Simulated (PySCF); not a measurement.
# Spinor energies of Ar (argon, neutral)

Start: [Ar]. Calculated with PySCF 2.14 in x2c-QZVPPall-2c: generalised Hartree-Fock with the X2C-1e Hamiltonian and a Gaussian nucleus; one run each with spin-orbit coupling (SO) switched off, then screened by Boettger's factors.

```
spinor shell  electrons  ε, spin-free (eV)  ε, screened SO (eV)  weight of nominal j (screened SO)  rms radius, screened SO (bohr)
       1s1/2          2            -3240.6              -3240.6                              1.000                          0.0991
       2s1/2          2            -337.66              -337.66                              1.000                           0.446
       2p1/2          2            -260.53              -262.10                              1.000                           0.415
       3s1/2          2            -35.003              -35.003                              1.000                            1.53
       3p1/2          2            -16.062              -16.204                              1.000                            1.81
       3p3/2          4            -16.062              -15.992                              1.000                            1.82
```

(1) Where does 2p3/2 lie, and what is the 2p spin-orbit splitting (screened SO)?

```tsv
quantity	spin-free	screened SO
E (hartree)	-528.63096	-528.63224
M_J	0	0
⟨J²⟩	0.000	0.000
⟨L²⟩	0.000	0.000
⟨S²⟩	0.000	0.000
```

Without spin-orbit coupling the j labels of p, d and f shells carry no meaning; the spin-free column gives the mean over the occupied spinors of each nl shell.

## Answers

(1) At -259.75 eV, 2.351 eV above 2p1/2.
